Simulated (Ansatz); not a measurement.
This geometry of CH₆FPSi (10 atoms, charge 0, multiplicity 1) is a first-order saddle point.

These are results of RKS B3LYP/def2-mTZVP in Ansatz, not measurements.

```xyz
10
Properties=species:S:1:pos:R:3
C 0.340 1.346 0.313
Si -0.412 -0.348 0.558
F -0.061 -0.832 2.068
P 0.432 -1.932 -0.849
H 0.065 1.763 -0.659
H -0.012 2.035 1.084
H 1.430 1.317 0.366
H -1.891 -0.302 0.476
H -0.777 -2.102 -1.578
H 0.969 -0.995 -1.777
```

**Question.** Which two structures does it join? (They come from a converged band through this point; their orientation in space is the band's.)

**Answer.** No bond is made or broken. The dihedral C1–Si2–P4–H10 goes from 35 to -71°.

First end point:

```xyz
10
Properties=species:S:1:pos:R:3
C 0.040 1.361 0.102
Si -0.320 -0.385 0.670
F 0.473 -0.624 2.066
P 0.317 -2.056 -0.733
H -0.498 1.592 -0.820
H -0.269 2.085 0.859
H 1.105 1.509 -0.087
H -1.766 -0.563 0.947
H -0.491 -1.572 -1.804
H 1.493 -1.399 -1.196
```

Last end point:

```xyz
10
Properties=species:S:1:pos:R:3
C 0.476 1.388 0.402
Si -0.391 -0.266 0.446
F -0.193 -0.924 1.917
P 0.554 -1.711 -1.032
H 0.324 1.891 -0.557
H 0.090 2.046 1.183
H 1.551 1.282 0.556
H -1.853 -0.104 0.260
H -0.524 -2.640 -1.003
H 0.049 -1.014 -2.169
```

**Question.** How far does it lie above each of them?

**Answer.** 0.027 eV above the first and 0.035 eV above the second. This is the barrier of this one path; another mechanism may lie lower.

Run time: 97 s on 2 threads of Arm Neoverse V1, with other jobs on the host, peak memory 0.2 GiB.
